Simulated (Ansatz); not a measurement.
Ideal-gas functions of `[CH3][Zr]([OH])([F])[F]` at 800 K and 1 bar, from an Ansatz frequency run at PBE0-D4/def2-TZVP.

Molar mass 161.26 g/mol, point group Cs (symmetry number 1), electronic degeneracy 1, moments of inertia 190.317, 190.519, 193.281 u Å². Harmonic wavenumbers (cm⁻¹, unscaled): 85, 140, 147, 157, 166, 166, 213, 297, 511, 517, 531, 656, 670, 739, 1179, 1416, 1418, 3018, 3105, 3109, 4001.

Use S(trans) = R[1.5 ln M + 2.5 ln T − 1.1517]; rotational temperatures θ = 24.2544 K / I; S(rot) = R[ln(√π/σ · √(T³/θAθBθC)) + 1.5]; for each mode x = 1.438777 ν̃/T, S = R[x/(eˣ − 1) − ln(1 − e⁻ˣ)] and H = RT x/(eˣ − 1); 1 cm⁻¹ = 0.0119627 kJ/mol; R = 8.31446 J/(mol·K).

By hand: the entropy, in J/(mol·K).

Translation 192.8. Rotation: θ = 0.1274, 0.1273, 0.1255 K, giving 126.4. Vibration, mode by mode: 23.94, 19.80, 19.40, 18.86, 18.40, 18.40, 16.34, 13.63, 9.30, 9.21, 9.01, 7.41, 7.25, 6.54, 3.47, 2.48, 2.47, 0.24, 0.21, 0.21, 0.05, in all 206.6. Electronic 0.0. Sum 525.8 J/(mol·K).

By hand: H − E and G − E in kJ/mol, counted from the electronic energy.

Zero-point energy ½ × 22241 × 0.0119627 = 133.0; thermal vibration 72.9; translation, rotation and pV give 4 RT = 26.6. H − E = 232.5 kJ/mol, and G − E = 232.5 − 800 × 525.8/1000 = -188.1 kJ/mol.

Vibration gives 39 % of the entropy, 63.1 J/(mol·K) of it from the modes under 150 cm⁻¹: soft modes count most, and the harmonic formula is weakest for them. The sum counts one conformer and one mirror image; others add a mixing term.
